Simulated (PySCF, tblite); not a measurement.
Isomers of C5H11FS2Si, one GFN2-xTB conformer each. Single-point energies are computed at PBE0/pcSseg-1 (PySCF, gas phase, no added dispersion term), electronic only.

Problem. Rank them by PBE0/pcSseg-1 energy, lowest first (kcal/mol).
A. `[CH3:1][CH2:2][C@@H:3]1[SiH2:4][S:5][CH2:6][S:7][C@H:8]1[F:9]` with C1–C2–C3–Si4 -74°, C2–C3–Si4–S5 -65°, C3–Si4–S5–C6 -52°, Si4–S5–C6–S7 65°, S5–C6–S7–C8 -71°
B. `[CH3:1][C@H:2]([CH2:3][F:4])[SiH:5]1[S:6][CH2:7][CH2:8][S:9]1` with C1–C2–C3–F4 -68°, C1–C2–Si5–S6 -61°, C2–Si5–S6–C7 -116°, Si5–S6–C7–C8 -34°, S6–C7–C8–S9 60°, C7–C8–S9–Si5 -49°
C. `[CH3:1][S:2][C@@:3]([CH3:4])([SiH3:5])[C:6](=[S:7])[CH2:8][F:9]` with C1–S2–C3–C4 59°, S2–C3–C6–S7 129°, C3–C6–C8–F9 -42°

Solution. B (0.0), A (24.8), C (65.0).

As drawn, the highest has a C=S bond, which the lowest lacks. GFN2-xTB itself gives, in the same order: 0.0, 18.4, 50.4. Both levels put the same isomer lowest; measured from each level's own lowest isomer, the values differ by up to 14.6 kcal/mol (CS[C@@](C)([SiH3])C(=S)CF: 50.4 against 65.0).

Problem. Which frontier levels, dipoles and rotational constants go with these structures?

Solution. 
```csv
SMILES,"HOMO (eV, PBE0/pcSseg-1)",LUMO (eV),dipole (D),"A, B, C (MHz)"
C[C@H](CF)[SiH]1SCCS1,-6.95,-0.28,2.01,"1632, 699.3, 538.8"
CC[C@@H]1[SiH2]SCS[C@H]1F,-6.72,0.14,1.88,"1151, 926.9, 740.0"
CS[C@@](C)([SiH3])C(=S)CF,-6.55,-2.49,1.30,"997.9, 938.3, 778.5"
```

Problem. What happens when harmonic zero-point energies from GFN2-xTB frequencies are added?

Solution. 
```tsv
SMILES	ZPE (kcal/mol)	electronic (kcal/mol)	with ZPE (kcal/mol)
C[C@H](CF)[SiH]1SCCS1	95.8	0.0	0.0
CC[C@@H]1[SiH2]SCS[C@H]1F	93.9	24.8	22.9
CS[C@@](C)([SiH3])C(=S)CF	89.9	65.0	59.2
```

The zero-point energies span 5.9 kcal/mol. The order is unchanged.
